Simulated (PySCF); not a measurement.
C₄H₁₀AlO, charge +1, singlet, at a GFN2-xTB geometry (such geometries of metal compounds can be far from the true shape); PySCF with MP2/6-31G**.

PySCF was given this input:
```python
from pyscf import gto, scf, mp

mol = gto.M(
    atom='''
Al   -0.10419977    0.57140530    1.33762439
C     0.04078877    1.18229227    3.19981155
H    -0.30812157    0.38742778    3.87011631
H    -0.57948601    2.07712581    3.33464422
H     1.08729508    1.42193573    3.42335730
O    -0.27442005    0.10268506   -0.18883442
C    -0.29740402   -0.40019465   -1.55155279
C    -0.34774280   -1.91414823   -1.49477208
C     0.92943384    0.12622446   -2.26953104
H    -1.21049240   -0.00054383   -2.00403294
H     0.55605354   -2.30441084   -1.02986935
H    -0.42551766   -2.31544039   -2.50181994
H    -1.21303812   -2.24442293   -0.92311787
H     0.94998055    1.21394957   -2.23989584
H     1.83408505   -0.25974759   -1.80261832
H     0.90874425   -0.19066576   -3.30893904
''',
    basis='6-31g**',
    charge=1,
    verbose=4,
)

mf = scf.RHF(mol)
mf.kernel()

pt = mp.MP2(mf, frozen=10)
pt.kernel()
print('E(MP2) = %.10f' % pt.e_tot)
```

Output, abridged:

```
PySCF version 2.14.0

[INPUT] verbose = 4
[INPUT] num. atoms = 16
[INPUT] num. electrons = 54
[INPUT] charge = 1
[INPUT] spin (= nelec alpha-beta = 2S) = 0
[INPUT] symmetry False subgroup None
[INPUT] Mole.unit = angstrom
[INPUT] Symbol           X                Y                Z      unit          X                Y                Z       unit  Magmom
[INPUT]  1 Al    -0.104199770000   0.571405300000   1.337624390000 AA   -0.196909027543   1.079799523125   2.527743754638 Bohr   0.0
[INPUT]  2 C      0.040788770000   1.182292270000   3.199811550000 AA    0.077079604258   2.234208589490   6.046767479720 Bohr   0.0
[INPUT]  3 H     -0.308121570000   0.387427780000   3.870116310000 AA   -0.582265380371   0.732132397248   7.313459896112 Bohr   0.0
[INPUT]  4 H     -0.579486010000   2.077125810000   3.334644220000 AA   -1.095069851917   3.925198907165   6.301564298664 Bohr   0.0
[INPUT]  5 H      1.087295080000   1.421935730000   3.423357300000 AA    2.054689917787   2.687069096433   6.469207723531 Bohr   0.0
[INPUT]  6 O     -0.274420050000   0.102685060000  -0.188834420000 AA   -0.518578737589   0.194046640485  -0.356845336691 Bohr   0.0
[INPUT]  7 C     -0.297404020000  -0.400194650000  -1.551552790000 AA   -0.562012146145  -0.756258285016  -2.932009840905 Bohr   0.0
[INPUT]  8 C     -0.347742800000  -1.914148230000  -1.494772080000 AA   -0.657138653789  -3.617215916521  -2.824709849846 Bohr   0.0
[INPUT]  9 C      0.929433840000   0.126224460000  -2.269531040000 AA    1.756375408503   0.238529659621  -4.288792096799 Bohr   0.0
[INPUT] 10 H     -1.210492400000  -0.000543830000  -2.004032940000 AA   -2.287499111867  -0.001027689758  -3.787073401207 Bohr   0.0
[INPUT] 11 H      0.556053540000  -2.304410840000  -1.029869350000 AA    1.050788901195  -4.354705366079  -1.946171015584 Bohr   0.0
[INPUT] 12 H     -0.425517660000  -2.315440390000  -2.501819940000 AA   -0.804111838566  -4.375548194856  -4.727754499576 Bohr   0.0
[INPUT] 13 H     -1.213038120000  -2.244422930000  -0.923117870000 AA   -2.292309825457  -4.241344645394  -1.744439954992 Bohr   0.0
[INPUT] 14 H      0.949980550000   1.213949570000  -2.239895840000 AA    1.795203063164   2.294032216334  -4.232789685153 Bohr   0.0
[INPUT] 15 H      1.834085050000  -0.259747590000  -1.802618320000 AA    3.465918433659  -0.490851806616  -3.406454931924 Bohr   0.0
[INPUT] 16 H      0.908744250000  -0.190665760000  -3.308939040000 AA    1.717277749773  -0.360306067732  -6.252988548481 Bohr   0.0

nuclear repulsion = 276.961528145756
number of shells = 68
number of NR pGTOs = 256
number of NR cGTOs = 138
basis = 6-31g**
ecp = {}

******** <class 'pyscf.scf.hf.RHF'> ********
method = RHF
initial guess = minao
damping factor = 0
level_shift factor = 0
DIIS = <class 'pyscf.scf.diis.CDIIS'>
diis_start_cycle = 1
diis_space = 8
diis_damp = 0
SCF conv_tol = 1e-09
SCF conv_tol_grad = None
SCF max_cycles = 50
direct_scf = True
direct_scf_tol = 1e-13
Set gradient conv threshold to 3.16228e-05
Initial guess from minao.
init E= -474.73494515096
  HOMO = -0.346161247668403  LUMO = -0.0596483681444466  gap/eV = 7.79641
cycle= 1 E= -473.758880189582  delta_E= 0.976  |g|= 0.643  |ddm|= 3.17
  HOMO = -0.567055066409769  LUMO = -0.163405964115222  gap/eV = 10.98385
cycle= 2 E= -473.850454469709  delta_E= -0.0916  |g|= 0.398  |ddm|= 0.775
  HOMO = -0.608300818173989  LUMO = -0.145244574660353  gap/eV = 12.60040
cycle= 3 E= -473.881003837804  delta_E= -0.0305  |g|= 0.0801  |ddm|= 0.283
  HOMO = -0.600551613012442  LUMO = -0.128795828510872  gap/eV = 12.83713
cycle= 4 E= -473.883076206915  delta_E= -0.00207  |g|= 0.0195  |ddm|= 0.103
  HOMO = -0.606040198004436  LUMO = -0.130514494653357  gap/eV = 12.93971
cycle= 5 E= -473.88321128787  delta_E= -0.000135  |g|= 0.00527  |ddm|= 0.0257
  HOMO = -0.605826526229672  LUMO = -0.131026786922701  gap/eV = 12.91996
cycle= 6 E= -473.883227445484  delta_E= -1.62e-05  |g|= 0.00147  |ddm|= 0.00924
  HOMO = -0.606003020585824  LUMO = -0.130909036615455  gap/eV = 12.92797
cycle= 7 E= -473.883229294811  delta_E= -1.85e-06  |g|= 0.000379  |ddm|= 0.00361
  HOMO = -0.606006349893638  LUMO = -0.130930001369916  gap/eV = 12.92749
cycle= 8 E= -473.883229420021  delta_E= -1.25e-07  |g|= 8.49e-05  |ddm|= 0.000966
  HOMO = -0.606024438849715  LUMO = -0.130925493218853  gap/eV = 12.92810
cycle= 9 E= -473.883229424336  delta_E= -4.32e-09  |g|= 2.35e-05  |ddm|= 0.000176
  HOMO = -0.60602149178315  LUMO = -0.130925767405139  gap/eV = 12.92801
cycle= 10 E= -473.883229424646  delta_E= -3.1e-10  |g|= 6.54e-06  |ddm|= 4.72e-05
  HOMO = -0.606022432170683  LUMO = -0.130926141205221  gap/eV = 12.92803
Extra cycle  E= -473.883229424674  delta_E= -2.81e-11  |g|= 2.67e-06  |ddm|= 1.02e-05
converged SCF energy = -473.883229424674

******** <class 'pyscf.mp.mp2.RMP2'> ********
nocc = 17, nmo = 128
frozen orbitals 10
E(RMP2) = -474.683552465769  E_corr = -0.800323041094813
E(SCS-RMP2) = -474.683446440416  E_corr = -0.800217015741997
E_corr(same-spin) = -0.184812269505898
E_corr(oppo-spin) = -0.615510771588915
E(MP2) = -474.6835524658
```
